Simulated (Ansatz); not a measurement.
C2H10GaNSi (`C[SiH](C)[NH][GaH2]`). Total charge 0; spin multiplicity 1. Correlated methods include outer-core shells of Ga, which these sets cover unevenly. Scalar relativity is left out up to krypton.

Cartesian coordinates in Å:
```
C -1.4865 -1.0076 1.1556
Si 0.0444 -0.0010 0.7789
C 1.3508 -1.0674 -0.0195
N -0.3292 1.3320 -0.2621
Ga 0.3127 1.8058 -1.9086
H -2.2643 -0.3876 1.6095
H -1.8981 -1.4490 0.2440
H -1.2588 -1.8171 1.8548
H 0.5716 0.5105 2.0823
H 1.0048 -1.4859 -0.9680
H 1.5984 -1.9005 0.6440
H 2.2697 -0.5098 -0.2128
H -1.0181 1.9762 0.1040
H 1.3872 0.8903 -2.5722
H -0.2847 3.1110 -2.5297
```

(1) Give the diagnostics of a CCSD(T)/def2-TZVPP run (frozen core, Ansatz). (Best estimate.)

## Answers

(1) Computed: T1 = 0.0126, largest single amplitude 0.035, largest double 0.025, (T) share of the correlation energy 3.8 %, 9 CCSD cycles. The RHF solution is stable towards an unrestricted one. T1 lies under the customary mark of 0.02 for closed shells.
